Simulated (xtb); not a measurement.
Ga(F)2(OSiH3) (F₂GaH₃OSi), SMILES [F][Ga]([F])[O][SiH3]. All values are semi-empirical tight-binding results from xtb (GFN2-xTB unless named), good for trends rather than for accurate numbers. Geometry: GFN2-xTB. The structure was generated by enumeration; whether it is a known compound was not checked. The values are those of a single conformer.

For metal compounds this method's bond lengths and energies can be far off.

Computed properties:
The orbital gap comes out as 2.56 eV. The zero-point energy is 18.6 kcal/mol and the G − E(el) at 298.15 K (modified RRHO) is -3.1 kcal/mol.
